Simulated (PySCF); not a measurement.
Problem. Give a PBE0-D3(BJ)/def2-SVP geometry of `C[C@@H]1C[C@@]12C(F)=CC=C2CF`.

Solution. 
```
atom  x, y, z in Å
C1     1.1475    1.7589    0.3678
C2     1.4278    0.3257    0.7247
C3     2.0095   -0.6225   -0.2489
C4     0.5634   -0.8243    0.2031
C5     0.2549   -1.9595    1.0841
F6     1.1207   -2.3507    2.0073
C7    -0.9425   -2.5040    0.7844
C8    -1.4758   -1.7345   -0.3308
C9    -0.6211   -0.7384   -0.6872
C10   -0.8775    0.2890   -1.7254
F11    0.2206    0.4804   -2.5507
H12    0.9926    1.8830   -0.7123
H13    0.2654    2.1457    0.9011
H14    2.0086    2.3851    0.6486
H15    1.7253    0.1626    1.7668
H16    2.1219   -0.2920   -1.2831
H17    2.7261   -1.3707    0.0986
H18   -1.4081   -3.3616    1.2668
H19   -2.4370   -1.9346   -0.8090
H20   -1.7339   -0.0148   -2.3490
H21   -1.1111    1.2722   -1.2797
```

Orientation and origin are arbitrary. Atoms count from 1 in this order. Of the pairs four or more bonds apart, F11···H16 is among the closest relative to their van der Waals radii: 2.41 Å, 90 % of the sum of Bondi's values. The 3-membered ring C2–C3–C4 has internal angles of 57.8° to 61.2°. The C–C distances run from 1.349 Å (C5=C7, drawn double) to 1.530 Å (C2–C4, drawn single), a spread of 0.181 Å. The C–F distances run from 1.325 Å (C5–F6, drawn single) to 1.387 Å (C10–F11, drawn single), a spread of 0.062 Å.

Bonds between heavy atoms (Å): C1–C2 1.503, C2–C3 1.478, C3–C4 1.528, C4–C5 1.470, C5–F6 1.325, C5=C7 1.349, C7–C8 1.456, C8=C9 1.360, C9–C10 1.483, C10–F11 1.387, C2–C4 1.530, C4–C9 1.484.

Computed, not measured: PBE0-D3(BJ)/def2-SVP geometry optimisation, gas phase in PySCF.

Point group: C1 (no symmetry element, even within 0.4 Å). Not checked by PBE0-D3(BJ)/def2-SVP frequencies. The numbers are those of one conformer (C8–C9–C10–F11 -135°).

Rough CPU time on one thread of a shared machine: about 8 min. This is the geometry optimisation.
